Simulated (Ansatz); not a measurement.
Species: sum formula HSiO, charge -1, multiplicity 1. 
Coordinates optimised at B3LYP-D3(BJ)/def2-TZVP (Ansatz, a first-principles code):
```xyz
3

Si    -0.5039    -0.2444    -0.4175
O      0.7928     0.2743     0.6417
H      0.7124     1.2266     0.7105
```
Charge -1, spin multiplicity 1.

Total electronic energies in hartree. Correlated levels leave the core frozen unless marked. No spin-orbit coupling. Non-relativistic. CBS(X,Y): correlation extrapolated as X^-3; Hartree-Fock from the larger set.

The Hartree-Fock reference is unstable (checked in the largest basis), which strains HF and MP2. 

| level | program | energy (Eh) |
|---|---|---|
| PBE/def2-TZVPD | Ansatz | -365.09049 |
| MP2/def2-QZVPPD | Ansatz | -364.75244 |
| SCS-MP2/6-31G* | Ansatz | -364.52069 |
| SCS-MP2/cc-pVTZ | Ansatz | -364.69039 |
| SCS-MP2/cc-pwCVTZ | Ansatz | -364.69931 |
| SCS-MP2/def2-QZVPP | Ansatz | -364.74802 |
| CCSD/def2-SVP | Ansatz | -364.41736 |
| CCSDT/cc-pV(D+d)Z | Ansatz | -364.59816 |
| CCSD(T)/CBS(aug-cc-pV(T+d)Z,aug-cc-pV(Q+d)Z) | Ansatz | -364.8062 |

Totals of different functionals don't rank their quality; only differences between species are comparable.
